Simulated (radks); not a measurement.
The numbers below are computed, except where a source is named.
Q: Valence configurations of Pb III. Level of theory: scalar-relativistic Kohn-Sham, r2SCAN, spin-polarised, spherical densities, finite nucleus; open shells are filled with parallel spins first (spin-orbit coupling, left out, can overturn this in heavy ions); meta-GGA in the generalised Kohn-Sham scheme; Fermi nuclear charge, rms radius 5.5012 fm (a radial shooting solver on a logarithmic mesh with Libxc functionals). Order these by energy: [Xe] 4f13 5d10 6s2 6p1; [Xe] 4f14 5d10 6s1.5 6p0.5; [Xe] 4f13.5 5d10 6s2 6p0.5; [Xe] 4f14 5d8 6s2 6p2; [Xe] 4f12.5 5d9.5 6s2 6p2; [Xe] 4f13 5d9 6s2 6p2; [Xe] 4f14 5d9 6s2 6p1; [Xe] 4f14 5d10 6s1 6p1; [Hg]; [Xe] 4f12 5d10 6s2 6p2.

A: From the lowest, in eV above it: [Hg] 0.000; [Xe] 4f14 5d10 6s1.5 6p0.5 5.079; [Xe] 4f14 5d10 6s1 6p1 9.441; [Xe] 4f14 5d9 6s2 6p1 22.491; [Xe] 4f14 5d8 6s2 6p2 46.667; [Xe] 4f13.5 5d10 6s2 6p0.5 69.245; [Xe] 4f13 5d10 6s2 6p1 142.55; [Xe] 4f13 5d9 6s2 6p2 169.06; [Xe] 4f12.5 5d9.5 6s2 6p2 234.12; [Xe] 4f12 5d10 6s2 6p2 301.81. NIST lists [Hg] as the ground configuration; this level of theory agrees among the configurations tried. The energies are those of spherical high-spin densities, not of single terms.
